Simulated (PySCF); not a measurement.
AgF, SMILES [F][Ag], multiplicity 1.

The structure is a stationary point at B3LYP-D3(BJ)/def2-TZVPD. The multiplicity is an assumed one; other spin states were not compared. The def2 effective core potentials stand for the cores of Ag; spin–orbit coupling is left out.

Two levels are set side by side: PBE/def2-TZVPD (PySCF) and r2SCAN/def2-TZVPD (PySCF). Same geometry, gas phase. Differences are taken from unrounded values.

```
quantity                     r2SCAN
---------------------------  ------
orbital gap (eV)               2.87
highest occupied level (eV)   -6.80
lowest empty level (eV)       -3.93
dipole moment (D)              5.61
mean polarisability (bohr³)    26.1
```

**Question.** What does PBE give, and how far is it from r2SCAN? (Estimate from the structure and the level; the computed values follow.)

**Answer.** 
```json
[
 {"quantity": "orbital gap (eV)", "PBE": "2.35", "PBE minus r2SCAN": "-0.52"},
 {"quantity": "highest occupied level (eV)", "PBE": "-6.60", "PBE minus r2SCAN": "0.20"},
 {"quantity": "lowest empty level (eV)", "PBE": "-4.25", "PBE minus r2SCAN": "-0.32"},
 {"quantity": "dipole moment (D)", "PBE": "5.30", "PBE minus r2SCAN": "-0.32"},
 {"quantity": "mean polarisability (bohr³)", "PBE": "27.6", "PBE minus r2SCAN": "1.5"}
]
```

Rough cost on one machine, each run with all the roots and properties that it gave: r2SCAN against PBE about 3 times.
